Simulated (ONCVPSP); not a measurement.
**Building the ONCV potential for beryllium (PBEsol, scalar-relativistic).**

```
Element                 : beryllium
Generator               : ONCVPSP 4.0.1
Type                    : optimised norm-conserving Vanderbilt (ONCV)
Functional              : PBEsol
Relativity              : scalar-relativistic
Frozen core             : [He]
Valence charge          : 2
Reference configuration : 2s1.5 2p0.5
Partial waves           : 2s: rc 1.50 bohr, ncon 3, nbas 7, qcut 4.9 1/bohr, local; 2p: rc 3.45 bohr, ncon 3, nbas 7, qcut 3.3 1/bohr, 2 projectors, debl 2.1 Ha; d scattering state at 0.09 Ha: rc 2.90 bohr, ncon 4, nbas 7, qcut 3.7 1/bohr, 2 projectors, debl 2.9 Ha
Local potential         : the s channel
Core correction         : none
```

Poles of the logarithmic derivatives, all-electron (AE) and pseudo (PS). s: poles at 3.0 (AE) and 2.7 (PS) Ha. p: poles at 0.1, 1.4, 3.6 (AE) and 0.1, 1.5, 4.2 (PS) Ha. d: poles at 1.3, 3.8 (AE) and 1.3, 3.8 (PS) Ha. Test radii: s 1.52, p 3.50, d 2.94 bohr.

- Cutoffs needed: 6.6 Ha and 9.1 Ha (the cutoffs (Ha) at which the residual kinetic energy of the hardest occupied pseudo-wave falls to 1 and 0.1 mHa per electron)
- Ghost test: no bound ghost flagged; no localised positive-energy state flagged
- Largest excitation error: -36 meV (all-electron minus pseudo) for 2s0 2p2, out of 4 test configurations
